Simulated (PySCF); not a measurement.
## Relaxation of singlet Mn2O

Computed with PBE0 in PySCF with O def2-SVP, Mn def2-SVP; no relativity; density-fitted integrals. A (50,194) grid was used.

A start at the PBE0 minimum, of C2v symmetry, held to at least that symmetry:

```xyz
3
charge 0 multiplicity 1, angstrom
O     0.0000    0.0000   -0.8845
Mn    1.3743    0.0000    0.1288
Mn   -1.3743    0.0000    0.1288
```

(1) What does it relax to?

(2) How much energy is released, and in how many steps?

Results:

(1) It ends at C2v with Mn–Mn 2.634 Å, O–Mn 1.708 Å (×2); Mn–Mn–O 39.5° (×2), Mn–O–Mn 100.9°. No frequency check is given, so it may be a saddle point. Other isomers or separated fragments may lie lower.

(2) 1.7 kJ/mol in 4 steps.

Stability towards spin polarisation was not tested. At this level a broken-symmetry Ms = 4 minimum of C2v symmetry lies 826 kJ/mol below this structure.
